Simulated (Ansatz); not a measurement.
Ansatz (a quantum-chemistry and plane-wave program) input (RI-MP2/cc-pVQZ):
A basis named .json is the Basis Set Exchange file of that set.

Ansatz 0.2 input:
```yaml
crystal:
  periodic: [false, false, false]
  atoms:
    - {symbol: C, position_ang: [-2.89384347, -0.32148906, 0.03339336]}
    - {symbol: C, position_ang: [-1.39367157, -0.29784496, 0.01660704]}
    - {symbol: C, position_ang: [-0.61276008, -1.51825524, 0.01239276]}
    - {symbol: C, position_ang: [0.70826592, -1.28578480, -0.00316570]}
    - {symbol: Se, position_ang: [1.20616025, 0.50396356, -0.01527612]}
    - {symbol: C, position_ang: [-0.65313646, 0.84099167, 0.00418431]}
    - {symbol: H, position_ang: [-3.30083137, 0.68951702, 0.03421368]}
    - {symbol: H, position_ang: [-3.26843538, -0.83888335, 0.91998727]}
    - {symbol: H, position_ang: [-3.28803628, -0.84534513, -0.84082146]}
    - {symbol: H, position_ang: [-1.06341999, -2.50179930, 0.02101878]}
    - {symbol: H, position_ang: [-1.01785144, 1.85604417, 0.00451921]}
basis:
  gaussian:
    orbitals: cc-pVQZ
    fitting: {mean_field: def2-universal-jkfit, correlation: cc-pVQZ-RIFIT.json}
magnetization: {spin_polarized: true, initial_magnetization: 1}
correlation: {method: mp2, electrons: outside_noble_gas}
```

End of the output:

```
731 factors; integrals over basis functions are off by at most 3.9e0 eV
1.41 GiB of device memory are held for the factors and their scratch space
mean field: 2.85 GiB planned
mean field evaluation 1: about -70529.8581 eV, gradient 2.8e1 eV
mean field evaluation 2: about -70533.3211 eV, gradient 1.8e1 eV
mean field evaluation 4: about -70535.1401 eV, gradient 1.7e0 eV
mean field evaluation 8: about -70535.2360 eV, gradient 6.2e-1 eV
mean field evaluation 16: about -70529.5594 eV, gradient 2.3e1 eV
mean field evaluation 32: about -70534.4004 eV, gradient 2.2e0 eV
mean field -70535.36381522 eV, -2592.1268096225 hartree, gradient 3.4e-6 eV, S^2 1.164421; 5 other end points of the search recorded, 0 dependent functions left out
19 core orbitals not correlated
1161 factors; their error is unknown
reference -70535.36381522 eV, -2592.1268096225 hartree; 16, 15 occupied and 458, 459 virtual orbitals, 1161 factors
second order -26.09105731 eV of doubles, -0.00000000 eV of singles
Total energy: -70561.45487253 eV, -2593.0856382934 hartree
```

It need not be the lowest isomer of its formula.

The determinant is spin-contaminated: <S^2> is 1.16 against 0.75 for a pure state.
